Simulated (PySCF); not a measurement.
K(I) anion (IK), SMILES [K][I] (connectivity only; charge and spin as stated), charge -1, multiplicity 2. Geometry: PBE-D3(BJ)/def2-TZVPD. The spin state was assumed, not searched. The def2 effective core potentials stand for the cores of I; spin–orbit coupling is left out.

These are PBE-D3(BJ)/def2-TZVPD (PySCF) values and carry that method's errors.

Harmonic wavenumbers (cm⁻¹): 126. Rotational constants (GHz): 1.567 (linear); symmetry number 1.

Q: Work out the zero-point energy and the ideal-gas rigid-rotor harmonic-oscillator thermochemistry at 298.15 K and 1 atm.

A: ZPE = ½ Σ hcν = ½ × 126 cm⁻¹ = 0.18 kcal/mol. H − E(el) = 2.68 kcal/mol. Entropy in cal/(mol K): translation 41.23, rotation 18.45, vibration 3.01, spin 1.38, total 64.07. G − E(el) = -16.42 kcal/mol. Cp = 8.88 cal/(mol K). Modes under 150 cm⁻¹ make the vibrational entropy uncertain.
